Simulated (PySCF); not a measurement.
**Two-component Hartree-Fock for Pb(41+) (lead, charge +41)**

Start: [Kr] 4d5; 4d3/2 filled at m_j = -3/2, -1/2, +1/2, +3/2; 4d5/2 filled at m_j = +5/2. Calculated with PySCF 2.14 in an uncontracted even-tempered set (16 s from 5 bohr⁻², ratio 2.8; 14 p from 6.5 bohr⁻², ratio 2.8; 9 d from 6.5 bohr⁻², ratio 2.8; 3 f from 26 bohr⁻², ratio 3): generalised Hartree-Fock with the X2C-1e Hamiltonian and a Gaussian nucleus; one run each with spin-orbit coupling (SO) switched off, then screened by Boettger's factors.

| spinor shell | electrons | ε, spin-free (eV) | ε, screened SO (eV) | weight of nominal j (screened SO) | rms radius, screened SO (bohr) |
| --- | --- | --- | --- | --- | --- |
| 1s1/2 | 2 | -90371.3 | -90330.2 | 1.000 | 0.0181 |
| 2s1/2 | 2 | -17856.4 | -17842.2 | 1.000 | 0.0731 |
| 2p1/2 | 2 | -15602.5 | -17188.9 | 1.000 | 0.0617 |
| 2p3/2 | 4 | -15602.5 | -14988.9 | 1.000 | 0.0700 |
| 3s1/2 | 2 | -5735.4 | -5729.8 | 1.000 | 0.185 |
| 3p1/2 | 2 | -5074.5 | -5438.5 | 1.000 | 0.176 |
| 3p3/2 | 4 | -5074.5 | -4928.6 | 1.000 | 0.192 |
| 3d3/2 | 4 | -4399.5 | -4465.0 | 1.000 | 0.168 |
| 3d5/2 | 6 | -4399.5 | -4350.4 | 1.000 | 0.172 |
| 4s1/2 | 2 | -2524.5 | -2522.2 | 1.000 | 0.384 |
| 4p1/2 | 2 | -2276.6 | -2400.5 | 0.999 | 0.383 |
| 4p3/2 | 4 | -2276.6 | -2225.3 | 1.000 | 0.414 |
| 4d3/2 | 4 | -2029.7 | -2040.6 | 0.993 | 0.395 |
| 4d5/2 | 1 | -2029.7 | -2006.7 | 1.000 | 0.403 |

```
   quantity     spin-free   screened SO
E (hartree)  -19803.31299  -19843.11661
        M_J           5/2           5/2
       ⟨J²⟩         8.750         8.753
       ⟨L²⟩         0.000         6.344
       ⟨S²⟩         8.750         2.908
```

Each row is a mean over spinors that exchange with the open shell spreads, by up to 18.983 eV (4p3/2).

Breit and QED terms are absent; they matter most for the inner s and p1/2 levels.

Densities and radii are taken from the X2C orbitals without a picture-change correction, which distorts them close to the nucleus.

Without spin-orbit coupling the j labels of p, d and f shells carry no meaning; the spin-free column gives the mean over the occupied spinors of each nl shell.
